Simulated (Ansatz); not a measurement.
methyl formate (C2H4O2), singlet, at a GFN2-xTB geometry; MP2/6-31G** run with Ansatz (a program for electronic structure).

The Ansatz input:
Ansatz 0.2 input:
```yaml
crystal:
  periodic: [false, false, false]
  atoms:
    - {symbol: C, position_ang: [-0.91982122, -0.08309295, 0.01210331]}
    - {symbol: O, position_ang: [-0.73577669, -1.26344773, 0.02384941]}
    - {symbol: O, position_ang: [0.00784141, 0.85748876, -0.01005908]}
    - {symbol: H, position_ang: [-1.91236445, 0.39813516, 0.01878171]}
    - {symbol: C, position_ang: [1.36046002, 0.40713364, -0.02142447]}
    - {symbol: H, position_ang: [1.98017944, 1.29959769, -0.01906713]}
    - {symbol: H, position_ang: [1.56131876, -0.20366968, 0.86058411]}
    - {symbol: H, position_ang: [1.55051574, -0.19063563, -0.91469422]}
basis:
  gaussian:
    orbitals: 6-31G__.json
magnetization: {spin_polarized: false}
correlation: {method: mp2}
```
The basis file holds 6-31G** in the JSON format of the Basis Set Exchange.

Write the output that Ansatz gives for this input, abridged.


```
Functional definition: HF
748 factors; integrals over basis functions are off by at most 1.1e-3 eV
mean field evaluation 1: about -6195.6362 eV, gradient 3.8e1 eV
mean field evaluation 2: about -6195.6429 eV, gradient 3.8e1 eV
mean field evaluation 4: about -6198.5683 eV, gradient 3.7e0 eV
mean field evaluation 8: about -6198.6144 eV, gradient 4.1e-1 eV
mean field -6198.61607962 eV, -227.7949393530 hartree, gradient 4.4e-6 eV, S^2 0.000000; 0 other end points of the search recorded, 0 dependent functions left out
4 core orbitals not correlated
reference -6198.61607962 eV, -227.7949393530 hartree; 12, 12 occupied and 64, 64 virtual orbitals, 748 factors
second order -17.18304070 eV of doubles, -0.00000000 eV of singles
Total energy: -6215.79912031 eV, -228.4264044516 hartree
```
